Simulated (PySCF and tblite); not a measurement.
Results of a calculation; reference values are marked as such.
2 diastereomers of C₅H₁₁FSeSi, numbered alike:

```json
{"isomer": "A", "SMILES": "[CH3:1][C@@H:2]1[Se:3][CH2:4][CH2:5][C@:6]1([F:7])[SiH3:8]", "descriptors (one enantiomer)": "2S, 6S"}
{"isomer": "B", "SMILES": "[CH3:1][C@H:2]1[Se:3][CH2:4][CH2:5][C@:6]1([F:7])[SiH3:8]", "descriptors (one enantiomer)": "2R, 6S"}
```

Protocol: conformer search, at most 5 conformers an isomer, GFN2-xTB geometries, energies PBE0/pcSseg-1 (IEF-PCM, tetrahydrofuran) (D3(BJ) added where defined), weights at 298.15 K with GFN2-xTB thermal terms. Programs: PySCF with density fitting and tblite.

(1) Rank the isomers by free energy at 298.15 K.

(2) If they could interconvert freely, what would the mixture hold (chiral isomers as racemates)?

Answers

(1) 
```csv
isomer,ΔG (kcal/mol),"ΔE, lowest conformer",conformers,largest weight %,rms dipole (D)
B,0.0,0.0,2,99,2.77
A,0.5,0.2,2,98,3.02
```

ΔG is for one enantiomer.

(2) B 71 %, A 29 %. A racemate gains RT ln 2.
